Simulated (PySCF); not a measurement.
Trends in electronic spectra. Level of theory: PySCF 2.14.0, density-fitted response routines, TDDFT PBE0/def2-SVPD, vertical, gas phase, core orbitals frozen in the response. Geometries: GFN2-xTB; one conformer of each isolated species. Triplets are in the Tamm–Dancoff approximation.

Problem. Rank by computed lowest singlet excitation energy, lowest first.
A. `COc1ccccc1N`
B. `FCC(F)(F)[C@@]1(F)O[C@H]1F`
C. `FC(F)(F)[C@H]1OCC1(F)F`
D. `CN(C)[SiH3]`
E. `CO[C@]([SiH3])(C#N)C=O`
F. `FCO/C(F)=C\C(F)(F)F`
G. `FCO/C(F)=C/C(F)(F)F`
H. `[SiH2]1[C@H](C/C=N\[H])C1`

Solution. E (4.15 eV), A (4.83 eV), H (5.21 eV), D (5.40 eV), G (6.82 eV), F (7.08 eV), C (7.38 eV), B (8.68 eV).

| SMILES | S1 (eV) | first f ≥ 0.01 (nm) | f (S1) | LUMO (eV) | gap (eV) | S1 mainly |
| --- | --- | --- | --- | --- | --- | --- |
| CO[C@]([SiH3])(C#N)C=O | 4.15 | 206 | 0.003 | -1.74 | 6.24 | H→L (90%) |
| COc1ccccc1N | 4.83 | 257 | 0.065 | 0.17 | 5.80 | H→L (84%) |
| [H]/N=C\C[C@@H]1C[SiH2]1 | 5.21 | 201 | 0.002 | -0.02 | 6.96 | H-1→L+1 (64%) |
| CN(C)[SiH3] | 5.40 | 201 | 0.009 | 0.40 | 6.72 | H→L (98%) |
| FCO/C(F)=C/C(F)(F)F | 6.82 | 182 | 0.025 | -0.40 | 7.50 | H→L+1 (94%) |
| FCO/C(F)=C\C(F)(F)F | 7.08 | 175 | 0.454 | -0.56 | 7.47 | H→L (91%) |
| FC(F)(F)[C@H]1OCC1(F)F | 7.38 | 151 | 0.002 | 0.20 | 9.06 | H→L (97%) |
| FCC(F)(F)[C@@]1(F)O[C@H]1F | 8.68 | 143 | 0.042 | 0.46 | 9.93 | H→L (71%) |

H and L stand for HOMO and LUMO.

Mean S1 by what the SMILES shows (count): single bonds only 7.15 eV (3); a double or triple bond but no aromatic ring 5.82 eV (4).

- `CO[C@]([SiH3])(C#N)C=O`: Löwdin shares by element: HOMO oxygen 54%, carbon 24% or more (atoms not listed hold the other 22%); LUMO carbon 45% or more, oxygen 31% or more, silicon 9% (atoms not listed hold the other 15%).
- `COc1ccccc1N`: Löwdin shares by element: HOMO carbon 41% or more, nitrogen 23% (atoms not listed hold the other 36%); LUMO carbon 64% or more (atoms not listed hold the other 36%).
- `[H]/N=C\C[C@@H]1C[SiH2]1`: Löwdin shares by element: HOMO carbon 42% or more, silicon 26%, nitrogen 9% (atoms not listed hold the other 24%); LUMO (one of a set within 0.03 eV) silicon 33%, hydrogen 20% or more, carbon 12% or more (atoms not listed hold the other 35%).
- `CN(C)[SiH3]`: Löwdin shares by element: HOMO nitrogen 54%, carbon 17%, silicon 8% (atoms not listed hold the other 21%); LUMO silicon 30%, carbon 24%, hydrogen 7% or more (atoms not listed hold the other 39%).
- `FCO/C(F)=C/C(F)(F)F`: Löwdin shares by element: HOMO carbon 57% or more, oxygen 20%, fluorine 6% or more (atoms not listed hold the other 18%); LUMO carbon 58% or more, oxygen 11%, fluorine 9% or more (atoms not listed hold the other 22%).
- `FCO/C(F)=C\C(F)(F)F`: Löwdin shares by element: HOMO carbon 62% or more, oxygen 15%, fluorine 7% or more (atoms not listed hold the other 16%); LUMO carbon 58% or more, oxygen 10%, fluorine 8% or more (atoms not listed hold the other 24%).
- `FC(F)(F)[C@H]1OCC1(F)F`: Löwdin shares by element: HOMO oxygen 60%, carbon 17% or more, hydrogen 5% or more (atoms not listed hold the other 18%); LUMO carbon 36% or more, oxygen 22% (atoms not listed hold the other 42%).
- `FCC(F)(F)[C@@]1(F)O[C@H]1F`: Löwdin shares by element: HOMO carbon 40% or more, oxygen 19%, fluorine 16% or more (atoms not listed hold the other 24%); LUMO carbon 26% or more, fluorine 23% or more (atoms not listed hold the other 50%).

Without π bonds the low states are Rydberg-like; a valence basis with one diffuse set may place them up to an eV too high.
